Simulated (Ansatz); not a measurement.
Species: Cl4Ge, SMILES `[Cl][Ge]([Cl])([Cl])[Cl]` (charge 0, multiplicity 1).

Give a relaxed geometry from PBE0-D3(BJ)/def2-SVP run with Ansatz (a first-principles code).

the end point of this relaxation (outside a Z-matrix the atoms follow the SMILES, hydrogens last).
Z-matrix (Å, degrees):
```
Ge
Cl 1 2.1247
Cl 1 2.1247 2 109.44
Cl 1 2.1248 2 109.47 3 -119.96
Cl 1 2.1250 2 109.48 3 120.00
```
